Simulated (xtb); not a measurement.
C5H7FO, SMILES C[C@H]1CO/C1=C\F. All values are semi-empirical tight-binding results from xtb (GFN2-xTB unless named), good for trends rather than for accurate numbers. Geometry optimised at GFN2-xTB. The structure was generated by enumeration; whether it is a known compound was not checked.

Optimised geometry:

Bond lengths (Å): C1–C2 1.519, C1–H8 1.087, C1–H9 1.088, C1–H10 1.087, C2–C3 1.541, C2–C5 1.506, C2–H11 1.092, C3–O4 1.434, C3–H12 1.092, C3–H13 1.091, O4–C5 1.375, C5–C6 1.321, C6–F7 1.349, C6–H14 1.078. Bond angles (°): C2–C1–H8 110.5, C2–C1–H9 110.1, C2–C1–H10 110.1, H8–C1–H9 108.8, H8–C1–H10 108.5, H9–C1–H10 108.7, C1–C2–C3 116.8, C1–C2–C5 116.6, C1–C2–H11 110.6, C3–C2–C5 82.8, C3–C2–H11 113.9, C5–C2–H11 113.8, C2–C3–O4 90.8, C2–C3–H12 115.3, C2–C3–H13 116.4, O4–C3–H12 111.3, O4–C3–H13 111.4, H12–C3–H13 110.2, C3–O4–C5 91.7, C2–C5–O4 94.7, C2–C5–C6 134.2, O4–C5–C6 131.2, C5–C6–F7 123.5, C5–C6–H14 123.4, F7–C6–H14 113.1.
Charge 0, spin multiplicity 1.

```yaml
orbital_gap: 4.90 eV
dipole_moment: 4.46 D
zero_point_energy: 68.8 kcal/mol
G − E(el) at 298.15 K (modified RRHO): 49.1 kcal/mol
static polarisability (D4 model): 62.3 bohr³
solvation energy, GFN2-xTB/ALPB(water): -3.8 kcal/mol
solvation energy, GFN2-xTB/ALPB(thf): -7.1 kcal/mol
```

**Question.** Give the IR lines (harmonic; lines under 4 % of the strongest left out, lines within 3 cm⁻¹ merged). (Estimate from the structure and the level; the computed values follow.)

**Answer.** ν (cm⁻¹): 491 (w), 724 (w), 871 (w), 940 (w), 1040 (m), 1046 (s), 1091 (vs), 1119 (m), 1229 (w), 1235 (m), 1268 (s), 1788 (s), 2958 (w), 2970 (m), 2979 (m), 3036 (m), 3044 (m), 3049 (w), 3106 (w) (against the strongest line: vs over 80 %, s over 45 %, m over 15 %, w over 4 %, vw less)

**Question.** Give the atomic charges and the Wiberg bond orders between heavy atoms. (The exact figures need the calculation; the answer reports its results.)

**Answer.** charges (e) C1 -0.11, C2 -0.03, C3 0.07, O4 -0.27, C5 0.12, C6 0.07, F7 -0.21, H8 0.05, H9 0.05, H10 0.05, H11 0.05, H12 0.05, H13 0.05, H14 0.05. Bond orders C1–C2 1.01, C2–C3 0.99, C3–O4 0.97, C2–C5 0.99, O4–C5 1.05, C5–C6 1.77, C6–F7 0.96.
